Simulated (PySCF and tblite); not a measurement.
2 diastereomers of C₈H₁₆Si, numbered alike:

```
isomer                                                                  SMILES  descriptors (one enantiomer)
     A   [CH2:1]=[C:2]1[CH2:3][C@H:4]([CH3:5])[CH2:6][C@H:7]([SiH3:8])[CH2:9]1                        4S, 7S
     B  [CH2:1]=[C:2]1[CH2:3][C@@H:4]([CH3:5])[CH2:6][C@H:7]([SiH3:8])[CH2:9]1                        4R, 7S
```

Computed spectrum of one of them (conformer average at 298.15 K; GFN1-xTB geometries, energies BP86/pcSseg-1 (IEF-PCM, acetonitrile) (D3(BJ) added where defined), GIAO shieldings BP86/pcSseg-1 (IEF-PCM, acetonitrile); references on GFN2-xTB geometries), in ppm: ¹H (against TMS): 5.02 (1H), 5.01 (1H), 2.50 (1H), 2.46 (1H), 2.17 (1H), 2.01 (1H), 1.97 (1H), 1.63 (1H), 1.55 (1H), 1.17 (1H), 1.15 (3H). ¹³C (against TMS): 163.7 (1C), 109.8 (1C), 51.1 (1C), 47.7 (1C), 46.1 (1C), 45.9 (1C), 35.1 (1C), 26.9 (1C). ²⁹Si (against TMS): -72.2 (1Si). Of the H, only those on carbon are given.

Question: Which isomer is it?

Answer: A. After a straight-line scaling (slope 0.85 to 1.15) of computed carbon shifts, the largest errors are A 5.3 ppm (at 109.8), B 10.1 ppm (at 109.8). Assigned: ¹H (against TMS): 5.02 (H1b, 1H), 5.01 (H1a, 1H), 2.50 (H9a, 1H), 2.46 (H3a, 1H), 2.17 (H9b, 1H), 2.01 (H6a, 1H), 1.97 (H3b, 1H), 1.63 (H4, 1H), 1.55 (H7, 1H), 1.17 (H6b, 1H), 1.15 (H5, 3H). ¹³C (against TMS): 163.7 (C2), 109.8 (C1), 51.1 (C3), 47.7 (C4), 46.1 (C9), 45.9 (C6), 35.1 (C7), 26.9 (C5). ²⁹Si (against TMS): -72.2 (Si8). For comparison, at another level (GFN2-xTB geometries, energies PBE0/pcSseg-1 (D3(BJ) added where defined), GIAO shieldings PBE0/pcSseg-1) the isomers give: A: ¹H (against TMS): 4.96 (H1b, 1H), 4.96 (H1a, 1H), 2.29 (H3a, 1H), 2.29 (H9a, 1H), 1.82 (H9b, 1H), 1.76 (H6a, 1H), 1.69 (H3b, 1H), 1.38 (H4, 1H), 1.02 (H5, 3H), 1.00 (H7, 1H), 0.84 (H6b, 1H). ¹³C (against TMS): 158.9 (C2), 112.4 (C1), 48.0 (C3), 42.1 (C9), 41.9 (C4), 41.7 (C6), 27.5 (C7), 25.1 (C5). ²⁹Si (against TMS): -62.2 (Si8). B: ¹H (against TMS): 5.05 (H1a, 1H), 5.02 (H1b, 1H), 2.40 (H3a, 1H), 2.35 (H9a, 1H), 2.02 (H9b, 1H), 1.92 (H3b, 1H), 1.85 (H4, 1H), 1.64 (H6a, 1H), 1.49 (H6b, 1H), 1.42 (H7, 1H), 1.03 (H5, 3H). ¹³C (against TMS): 155.1 (C2), 115.7 (C1), 46.1 (C3), 42.2 (C9), 40.0 (C6), 34.7 (C4), 21.7 (C7), 21.3 (C5). ²⁹Si (against TMS): -64.2 (Si8). H not on carbon is left out.

Unscaled ²⁹Si shifts at such levels can be off by tens of ppm; differences between conformers or isomers are more reliable. Shifts are unscaled: against experiment ¹³C can be off by 15 ppm or more and ¹H by 0.8 ppm.
